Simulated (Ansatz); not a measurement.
The pair A = HF (SMILES F) (first 2 atoms), B = H4OSi (SMILES O[SiH3]); geometry from B3LYP-D3(BJ)/def2-TZVP.
(charge 0, multiplicity 1):
| atom | x (Å) | y (Å) | z (Å) |
|---|---|---|---|
| F | 1.0115 | -1.0279 | 0.1895 |
| H | 0.8410 | -0.8343 | 1.0964 |
| O | 0.5100 | -0.4730 | 2.7155 |
| Si | -0.6932 | 0.5501 | 3.2630 |
| H | 1.0628 | -0.9301 | 3.3551 |
| H | -1.6641 | -0.1980 | 4.0922 |
| H | -1.3297 | 1.0743 | 2.0433 |
| H | -0.1070 | 1.6423 | 4.0714 |

Frozen-core correlation. MP2 and its Hartree–Fock in aug-cc-pV(Q+d)Z, aug-cc-pV(T+d)Z are density fitted.

Programs: Ansatz (an electronic-structure program). Each number belongs to the level named beside it.

The counterpoise-corrected interaction energy is E(AB) − E(A in the pair's basis) − E(B in the pair's basis). Total energies (hartree):

```csv
level,AB,A in the pair's basis,B in the pair's basis
HF/aug-cc-pV(T+d)Z,-466.2836694,-100.0593376,-366.2128412
MP2/aug-cc-pV(T+d)Z,-466.9527250,-100.3408439,-366.5990540
HF/aug-cc-pV(Q+d)Z,-466.3000783,-100.0666944,-366.2218358
MP2/aug-cc-pV(Q+d)Z,-467.0154957,-100.3694012,-366.6328475
MP2/aug-cc-pV(D+d)Z,-466.7623857,-100.2562963,-366.4944003
CCSD(T)/aug-cc-pV(D+d)Z,-466.8067935,-100.2642416,-366.5309541
```

**Question.** Work out the counterpoise-corrected interaction energy at the basis-set limit: extrapolate the MP2 correlation part as X⁻³, take Hartree–Fock from the larger set, and add the CCSD(T) − MP2 difference of aug-cc-pV(D+d)Z.

**Answer.** 
1. Differences (1 hartree = 627.509 kcal/mol): HF/aug-cc-pV(T+d)Z -7.210; MP2/aug-cc-pV(T+d)Z -8.049; HF/aug-cc-pV(Q+d)Z -7.247; MP2/aug-cc-pV(Q+d)Z -8.313; MP2/aug-cc-pV(D+d)Z -7.335; CCSD(T)/aug-cc-pV(D+d)Z -7.278.
2. Correlation parts, MP2 less HF: -0.839 in aug-cc-pV(T+d)Z (X = 3), -1.066 in aug-cc-pV(Q+d)Z (X = 4).
3. Limit (4³·(-1.066) − 3³·(-0.839))/(4³ − 3³) = -1.232; with HF/aug-cc-pV(Q+d)Z it gives -8.479.
4. CCSD(T) less MP2 in aug-cc-pV(D+d)Z: 0.057.
Result: -8.42 kcal/mol, against -8.05 at MP2/aug-cc-pV(T+d)Z. It is an estimate of this method's limit, not of the exact value.
